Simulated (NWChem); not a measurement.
System: CaClF; SMILES [Cl][Ca][F]

NWChem input:

```
start job
memory heap 200 mb stack 900 mb global 1100 mb
geometry units angstroms noautoz
  Ca     0.147823     0.472880     0.000000
  F     -0.652267     2.257017     0.000000
  Cl     0.009074    -1.988492     0.000000
end
basis spherical
  Ca library def2-svp
  F library def2-svp
  Cl library def2-svp
end
dft
  xc hfexch
  iterations 150
  mulliken
end
task dft energy
```

Output (shortened):

```
             Northwest Computational Chemistry Package (NWChem) 7.3.0
             --------------------------------------------------------

 CS  symmetry detected

                             Geometry "geometry" -> ""
                             -------------------------

 Output coordinates in angstroms (scale by  1.889725989 to convert to a.u.)

  No.       Tag          Charge          X              Y              Z
 ---- ---------------- ---------- -------------- -------------- --------------
    1 Ca                  20.0000     0.26823664     0.53429602     0.00000000
    2 F                    9.0000    -0.33067608     2.39563758     0.00000000
    3 Cl                  17.0000    -0.14050871    -1.89686227     0.00000000

 Effective nuclear repulsion energy (a.u.)     140.5391174922

      Symmetry information
      --------------------

 Group name             Cs
 Group number              2
 Group order               2
 No. of unique centers     3

  xc_inp: hfexch multiplicative factor not found.

                                 NWChem DFT Module
                                 -----------------

 Summary of "ao basis" -> "ao basis" (spherical)
 ------------------------------------------------------------------------------
       Tag                 Description            Shells   Functions and Types
 ---------------- ------------------------------  ------  ---------------------
 Ca                         def2-svp                10       24   5s3p2d
 F                          def2-svp                 6       14   3s2p1d
 Cl                         def2-svp                 8       18   4s3p1d

      Symmetry analysis of basis
      --------------------------

        a'         40
        a"         16

            General Information
            -------------------
          SCF calculation type: DFT
          Wavefunction type:  closed shell.
          No. of atoms     :     3
          No. of electrons :    46
           Alpha electrons :    23
            Beta electrons :    23
          Charge           :     0
          Spin multiplicity:     1
          Use of symmetry is: on ; symmetry adaption is: on
          Maximum number of iterations: 150
          AO basis - number of functions:    56
                     number of shells:    24
          Convergence on energy requested:  1.00D-06
          Convergence on density requested:  1.00D-05
          Convergence on gradient requested:  5.00D-04

              XC Information
              --------------
                     Hartree-Fock (Exact) Exchange  1.000

      Superposition of Atomic Density Guess
      -------------------------------------

 Sum of atomic energies:       -1235.27673452

      Non-variational initial energy
      ------------------------------

 Total energy =   -1235.188942
 1-e energy   =   -1980.048980
 2-e energy   =     604.320920
 HOMO         =      -0.458018
 LUMO         =      -0.124060

      Symmetry analysis of molecular orbitals - initial
      -------------------------------------------------

  Numbering of irreducible representations:

     1 a'          2 a"

  Orbital symmetries:

     1 a'          2 a'          3 a'          4 a'          5 a'
     6 a'          7 a"          8 a'          9 a'         10 a'
    11 a"         12 a'         13 a'         14 a'         15 a"
    16 a'         17 a'         18 a'         19 a"         20 a'
    21 a'         22 a"         23 a'         24 a'         25 a'
    26 a"         27 a'         28 a"         29 a'         30 a'
    31 a"         32 a'         33 a'

     ---------------------------------------------
      Total Density - Mulliken Population Analysis
     ---------------------------------------------

    Atom       Charge   Shell Charges
 -----------   ------   -------------------------------------------------------
    1 Ca  20    18.42   2.00  2.00  2.00  0.15 -0.01  6.00  6.00  0.08  0.09  0.10
    2 F    9     9.85   1.99  1.16  0.81  3.65  2.23  0.00
    3 Cl  17    17.73   2.00  1.99  1.23  0.74  5.95  2.25  3.57  0.00

   convergence    iter        energy       DeltaE   RMS-Dens  Diis-err
 ---------------- ----- ----------------- --------- --------- ---------
 d= 0,ls=0.0,diis     1  -1235.4695830556 -1.38D+03  1.35D-02  7.62D-01
 d= 0,ls=0.0,diis     2  -1235.5257856649 -5.62D-02  4.67D-03  3.82D-01
 d= 0,ls=0.0,diis     3  -1235.5556886126 -2.99D-02  9.99D-04  1.48D-03
 d= 0,ls=0.0,diis     4  -1235.5560584900 -3.70D-04  3.94D-04  2.07D-04
 d= 0,ls=0.0,diis     5  -1235.5561229243 -6.44D-05  1.66D-04  1.06D-05
  Resetting Diis
 d= 0,ls=0.0,diis     6  -1235.5561287561 -5.83D-06  3.91D-05  5.50D-07
 d= 0,ls=0.0,diis     7  -1235.5561290356 -2.80D-07  3.38D-06  1.33D-08

         Total DFT energy =    -1235.556129035639
      One electron energy =    -1985.096328746468
           Coulomb energy =      682.166591409740
    Exchange-Corr. energy =      -73.165509191090
 Nuclear repulsion energy =      140.539117492179

 Numeric. integr. density =        0.000000000000

                  Occupations of the irreducible representations
                  ----------------------------------------------

                     irrep           alpha         beta
                     --------     --------     --------
                     a'               18.0         18.0
                     a"                5.0          5.0

                       DFT Final Molecular Orbital Analysis
                       ------------------------------------

 Vector   21  Occ=2.000000D+00  E=-4.228713D-01  Symmetry=a'
              MO Center= -1.4D-01, -1.7D+00,  2.0D-16, r^2= 1.7D+00
   Bfn.  Coefficient  Atom+Function         Bfn.  Coefficient  Atom+Function
  ----- ------------  ---------------      ----- ------------  ---------------
    50      0.635032  3 Cl py                47      0.426700  3 Cl py
    44      0.253420  3 Cl py                10      0.203417  1 Ca py
     4      0.154709  1 Ca s                  3     -0.118628  1 Ca s
    49      0.090844  3 Cl px                29     -0.082580  2 F  py
    41     -0.080754  3 Cl s                 32      0.075470  2 F  py

 Vector   22  Occ=2.000000D+00  E=-4.042015D-01  Symmetry=a"
              MO Center= -1.2D-01, -1.8D+00,  1.9D-16, r^2= 1.4D+00
   Bfn.  Coefficient  Atom+Function         Bfn.  Coefficient  Atom+Function
  ----- ------------  ---------------      ----- ------------  ---------------
    51      0.640461  3 Cl pz                48      0.437198  3 Cl pz
    45      0.258128  3 Cl pz                14      0.095215  1 Ca pz
    21     -0.081570  1 Ca d -1              11     -0.067605  1 Ca pz
    16     -0.049551  1 Ca d -1              33      0.025849  2 F  pz

 Vector   23  Occ=2.000000D+00  E=-4.038983D-01  Symmetry=a'
              MO Center= -1.2D-01, -1.8D+00, -1.1D-16, r^2= 1.4D+00
   Bfn.  Coefficient  Atom+Function         Bfn.  Coefficient  Atom+Function
  ----- ------------  ---------------      ----- ------------  ---------------
    49      0.631665  3 Cl px                46      0.432957  3 Cl px
    43      0.255410  3 Cl px                50     -0.094606  3 Cl py
    12      0.088360  1 Ca px                20     -0.082528  1 Ca d -2
     9     -0.066736  1 Ca px                47     -0.063904  3 Cl py
    15     -0.045014  1 Ca d -2              44     -0.037742  3 Cl py

 Vector   24  Occ=0.000000D+00  E=-3.382753D-03  Symmetry=a'
              MO Center=  8.3D-01,  6.1D-01, -3.2D-16, r^2= 9.6D+00
   Bfn.  Coefficient  Atom+Function         Bfn.  Coefficient  Atom+Function
  ----- ------------  ---------------      ----- ------------  ---------------
     5      0.912038  1 Ca s                  3     -0.248650  1 Ca s
    12      0.239106  1 Ca px                24      0.231835  1 Ca d  2
    22      0.128044  1 Ca d  0              19      0.095766  1 Ca d  2
     9     -0.094521  1 Ca px                41     -0.070986  3 Cl s
    17      0.055623  1 Ca d  0               2      0.049265  1 Ca s

 Vector   25  Occ=0.000000D+00  E= 9.561661D-02  Symmetry=a'
              MO Center=  8.9D-01,  6.0D-01, -2.5D-14, r^2= 9.1D+00
   Bfn.  Coefficient  Atom+Function         Bfn.  Coefficient  Atom+Function
  ----- ------------  ---------------      ----- ------------  ---------------
     4      1.183449  1 Ca s                  5     -1.187920  1 Ca s
    12      0.636269  1 Ca px                24      0.325091  1 Ca d  2
    22     -0.313571  1 Ca d  0               3     -0.250632  1 Ca s
     9     -0.235628  1 Ca px                19      0.167513  1 Ca d  2
    42      0.154984  3 Cl s                 17     -0.132429  1 Ca d  0

 Vector   26  Occ=0.000000D+00  E= 9.756705D-02  Symmetry=a"
              MO Center=  1.1D+00,  5.7D-01, -7.6D-13, r^2= 4.4D+00
   Bfn.  Coefficient  Atom+Function         Bfn.  Coefficient  Atom+Function
  ----- ------------  ---------------      ----- ------------  ---------------
    14      0.731263  1 Ca pz                23     -0.596382  1 Ca d  1
    18     -0.278817  1 Ca d  1              11     -0.265070  1 Ca pz
    51     -0.092899  3 Cl pz                 8      0.073107  1 Ca pz
    33     -0.050795  2 F  pz                48     -0.039835  3 Cl pz
    30      0.035801  2 F  pz                21      0.027118  1 Ca d -1

     ---------------------------------------------
      Total Density - Mulliken Population Analysis
     ---------------------------------------------

    Atom       Charge   Shell Charges
 -----------   ------   -------------------------------------------------------
    1 Ca  20    18.76   2.00  2.00  1.99  0.12 -0.02  6.00  6.00  0.20  0.20  0.26
    2 F    9     9.67   1.99  1.10  0.87  3.32  2.39  0.00
    3 Cl  17    17.56   2.00  1.99  1.17  0.81  5.94  2.07  3.58  0.01

     -------------------------------------------
      Total Density - Lowdin Population Analysis
     -------------------------------------------

[...]
```

Level: Hartree-Fock/def2-SVP. Geometry: optimised at PBE0/def2-SVP.
